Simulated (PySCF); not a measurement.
**From computed data to an observable: entropy of an ideal gas**

B(Cl)(H)(SH) (BClH2S), SMILES ClBS.

Coordinates come from a B3LYP-D3(BJ)/def2-TZVP optimisation. One conformer was computed; it need not be the lowest.

B3LYP-D3(BJ)/def2-TZVP run with PySCF 2.14.0 gives the harmonic wavenumbers 255, 437, 675, 785, 866, 903, 1097, 2670, 2688 cm⁻¹ and the rotational temperatures 1.9872, 0.1498, 0.1393 K. The molar mass is 80.34 g/mol, the symmetry number 1, the spin multiplicity 1.

Work out the entropy at 298.15 K and 1 atm in the rigid-rotor, harmonic-oscillator model.


Translation (Sackur–Tetrode at 1 atm): S = R[1.5 ln M + 2.5 ln T − 1.16487] = 163.5 J/(mol K).
Rotation: q = (√π/σ) T^1.5/√(θA θB θC) = 44800, S = R[ln q + 3/2] = 101.5 J/(mol K).
Vibration: with u = 1.4388 ν/T, each mode gives R[u/(e^u − 1) − ln(1 − e^−u)]:
```tsv
ν (cm⁻¹)	modes	u	S (J/(mol K))
255	1	1.23	7.10
437	1	2.11	3.50
675	1	3.26	1.41
785	1	3.79	0.92
866	1	4.18	0.67
903	1	4.36	0.58
1097	1	5.29	0.26
```
The stiffer modes add less than 0.005 each. Sum 14.4 J/(mol K).
Spin: R ln 1 = 0.0 J/(mol K).
Total 279.4 J/(mol K); the program's own thermochemistry gives 279.4. Translation makes up 58 % and vibration 5 %. Anharmonicity, hindered rotation and orbital degeneracy are left out.
